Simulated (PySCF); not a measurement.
Match the calculated data to a structure.

All candidates are C8H6FN3.

| technique | computed result |
| --- | --- |
| 13C NMR | chemical shifts (computed TMS as zero) by class: 160.2 (1 C), 139.4 (1 C), 133.9 (1 C), 131.0 (1 C), 130.0 (1 C), 129.9 (1 C), 128.6 (1 C), 123.5 (1 C) ppm [GIAO PBE0/pcSseg-1] |
| NMR, other nuclei | isotropic shieldings of nuclei other than C and H, by class: -123 (1 N), -120 (1 N), -2 (1 N), 304 (1 F) ppm [GIAO PBE0/pcSseg-1] |
| 1H NMR | chemical shifts (computed TMS as zero) by class: 9.56 (1 H), 8.55 (1 H), 7.91 (1 H), 7.67 (1 H), 7.65 (1 H), 7.60 (1 H) ppm [GIAO PBE0/pcSseg-1] |
| Rotational structure | rotational constants A, B, C: 2.168, 0.721, 0.541 GHz [GFN2-xTB] |
| Dipole | 3.67 D [PBE0/pcSseg-1] |

The electronic properties come from PySCF, for the isolated species, density fitting. Levels stand in brackets. Isolated species at its GFN2-xTB geometry (one conformer only). Each NMR value is the plain mean over a class of atoms that symmetry, rotation or inversion makes alike.

Question: Which candidate is it?
A. `Fc1ccccc1-n1ccnn1`
B. `Fc1cccc(-n2nccn2)c1`
C. `Fc1ccccc1-n1nccn1`
D. `Fc1ncnn1-c1ccccc1`
E. `Fc1ccc(-n2nccn2)cc1`

Answer: A. It is `Fc1ccccc1-n1ccnn1`. Numbering: `[F:1][c:2]1[cH:3][cH:4][cH:5][cH:6][c:7]1-[n:8]1[cH:9][cH:10][n:11][n:12]1`. Its formula, C8H6FN3, gives 7 degrees of unsaturation: 2 rings and 5 π bonds in the structure found (Kekulé form). 8 carbons fall into 8 classes; from least to most shielded: aromatic C–F carbon [C2] (160.2 ppm), aromatic CH next to a ring nitrogen [C10] (139.4 ppm), aromatic CH carbon [C4] (133.9 ppm), aromatic CH carbon [C5] (131.0 ppm), aromatic carbon bearing nitrogen [C7] (130.0 ppm), aromatic CH next to a ring nitrogen [C9] (129.9 ppm), aromatic CH carbon [C6] (128.6 ppm), aromatic CH carbon [C3] (123.5 ppm). Hydrogen classes from least to most shielded: 1 H on an aromatic CH carbon, C6 (9.56 ppm), 1 H on an aromatic CH next to a ring nitrogen, C9 (8.55 ppm), 1 H on an aromatic CH next to a ring nitrogen, C10 (7.91 ppm), 1 H on an aromatic CH carbon, C5 (7.67 ppm), 1 H on an aromatic CH carbon, C3 (7.65 ppm), 1 H on an aromatic CH carbon, C4 (7.60 ppm). The other shieldings belong to: -123 ppm, pyridine-type nitrogen [N12]; -120 ppm, pyridine-type nitrogen [N11]; -2 ppm, pyrrole-type nitrogen [N8]; 304 ppm, aryl fluorine [F1]. The optimised geometry has point group Cs and is an asymmetric top.

The others, at the same levels:
- `Fc1cccc(-n2nccn2)c1` fails: it has 7 carbon classes against 8; its computed 13C shifts are 173.5 (1 C), 145.3 (1 C), 140.3 (2 C), 136.1 (1 C), 120.2 (1 C), 119.0 (1 C), 111.8 (1 C) ppm, 1H shifts are 8.49 (1 H), 8.45 (1 H), 7.88 (2 H), 7.76 (1 H), 7.27 (1 H) ppm and rotational constant A is 2.471 GHz (against 2.168 GHz).
- `Fc1ccc(-n2nccn2)cc1` fails: it has 5 carbon classes against 8; its computed 13C shifts are 172.2 (1 C), 139.9 (2 C), 139.5 (1 C), 125.8 (2 C), 121.8 (2 C) ppm, 1H shifts are 8.76 (2 H), 7.85 (2 H), 7.47 (2 H) ppm and rotational constant A is 3.640 GHz (against 2.168 GHz).
- `Fc1ccccc1-n1nccn1` fails: it has 7 carbon classes against 8; its computed 13C shifts are 162.9 (1 C), 139.6 (2 C), 133.6 (1 C), 131.7 (1 C), 129.2 (1 C), 127.6 (1 C), 124.2 (1 C) ppm, 1H shifts are 9.04 (1 H), 7.88 (2 H), 7.59 (1 H), 7.54 (1 H), 7.54 (1 H) ppm and dipole moment is 1.26 D (against 3.67 D).
- `Fc1ncnn1-c1ccccc1` fails: it has 6 carbon classes against 8; its computed 13C shifts are 165.8 (1 C), 151.5 (1 C), 140.8 (1 C), 135.3 (2 C), 132.9 (1 C), 124.3 (2 C) ppm, 1H shifts are 8.41 (2 H), 7.84 (2 H), 7.77 (1 H), 7.62 (1 H) ppm and rotational constant A is 2.309 GHz (against 2.168 GHz).

Each candidate is one conformer, not necessarily the lowest. The conformers computed, where there is a choice (atom-mapped SMILES and torsion angles):
- `[F:1][c:2]1[cH:3][cH:4][cH:5][cH:6][c:7]1-[n:8]1[cH:9][cH:10][n:11][n:12]1`: C6–C7–N8–C9 180°
- `[F:1][c:2]1[cH:3][cH:4][cH:5][c:6](-[n:7]2[n:8][cH:9][cH:10][n:11]2)[cH:12]1`: C5–C6–N7–N8 180°
- `[F:1][c:2]1[cH:3][cH:4][c:5](-[n:6]2[n:7][cH:8][cH:9][n:10]2)[cH:11][cH:12]1`: C4–C5–N6–N7 180°
- `[F:1][c:2]1[cH:3][cH:4][cH:5][cH:6][c:7]1-[n:8]1[n:9][cH:10][cH:11][n:12]1`: C6–C7–N8–N9 180°
- `[F:1][c:2]1[n:3][cH:4][n:5][n:6]1-[c:7]1[cH:8][cH:9][cH:10][cH:11][cH:12]1`: N5–N6–C7–C8 -13°
